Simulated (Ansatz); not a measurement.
Cost and result for the atomization energy of C2H9NOSi, SMILES `C[SiH](N)CO` (14 atoms, 13 bonds).

```csv
atom,x (Å),y (Å),z (Å)
C1,0.0195,0.3948,1.7552
Si2,-0.4031,0.5120,-0.0553
N3,-1.3820,-0.8676,-0.4495
C4,1.1171,0.2989,-1.1508
O5,1.5714,-1.0460,-1.0745
H6,0.5886,-0.5166,1.9533
H7,-0.8763,0.3888,2.3813
H8,0.6315,1.2473,2.0597
H9,-1.0573,1.8241,-0.3526
H10,-1.8759,-0.8908,-1.3289
H11,-1.9525,-1.2781,0.2731
H12,0.8999,0.5862,-2.1915
H13,1.9358,0.9459,-0.8200
H14,0.7832,-1.5990,-0.9995
```

Charge 0, multiplicity 1. The geometry is a stationary point of PBE0-D4/def2-TZVP. It is one conformer, not always the lowest. Program: Ansatz. All runs use 4 threads of an Arm Neoverse V1 on a shared host. Times are those of one run each, without the atoms' runs, and a repeat can differ threefold. Electronic energies, without spin–orbit coupling; frozen cores. CCSD(T)/CBS adds CCSD(T) − MP2 in def2-TZVPP to the MP2 limit, and its time is that of the two runs behind it. T1 = 0.010. HSE06 is the plane-wave form, built on full-range PBE exchange.

CCSD(T)/CBS is a level of theory with its own doubt, some kJ/mol a heavy atom from the limit and from the frozen cores, so smaller differences don't rank the functionals.

| level | functions | wall time | atomization (kJ/mol) | difference from CCSD(T)/CBS | per bond |
| --- | --- | --- | --- | --- | --- |
| revPBE-D4/def2-TZVPP | 292 | 2.8 s | 5065.6 | -48.8 | -3.8 |
| BLYP-D4/def2-TZVPP | 292 | 2.8 s | 5100.0 | -14.4 | -1.1 |
| PBE-D4/def2-TZVPP (with forces) | 292 | 3.4 s | 5181.7 | 67.3 | 5.2 |
| PBE0-D4/def2-TZVPP | 292 | 4.1 s | 5099.8 | -14.6 | -1.1 |
| HSE06-D4/def2-TZVPP | 292 | 4.5 s | 5103.2 | -11.2 | -0.9 |
| r2SCAN-D4/def2-TZVPP (with forces) | 292 | 6.5 s | 5102.8 | -11.6 | -0.9 |
| B2PLYP/def2-TZVPP | 292 | 8 s | 5051.4 | -63.0 | -4.8 |
| CCSD(T)/def2-SVP | 119 | 10 s | 4786.4 | -328.0 | -25.2 |
| ωB97X-V/def2-TZVPP | 292 | 11 s | 5125.5 | 11.1 | 0.9 |
| ωB97M-V/def2-TZVPP (with forces) | 292 | 16 s | 5128.6 | 14.2 | 1.1 |
| MP2/def2-QZVPP | 568 | 39 s | 5108.0 | -6.4 | -0.5 |
| CCSD(T)/def2-TZVPP | 292 | 6.1 min | 4975.0 | -139.4 | -10.7 |
| CCSD(T)/CBS(def2) | – | 6.7 min | 5114.4 | 0.0 | 0.0 |

At CCSD(T), def2-SVP lies −328.0 kJ/mol from the extrapolated value and def2-TZVPP −139.4 kJ/mol: correlation converges slowly with the basis, and small sets miss more of it in the bonded molecule than in its fragments. From BLYP to BHLYP (50 % exact exchange), in def2-TZVPP and without D4, the atomization energy moves by −98.2 kJ/mol: exact exchange takes away binding that semilocal exchange gives to molecules. In def2-TZVPP, CCSD(T) changes the Hartree–Fock value by +1296.2 kJ/mol (the triples alone add +66.3 kJ/mol) and MP2 by +1346.4 kJ/mol; breaking electron pairs costs correlation energy, which Hartree–Fock lacks.
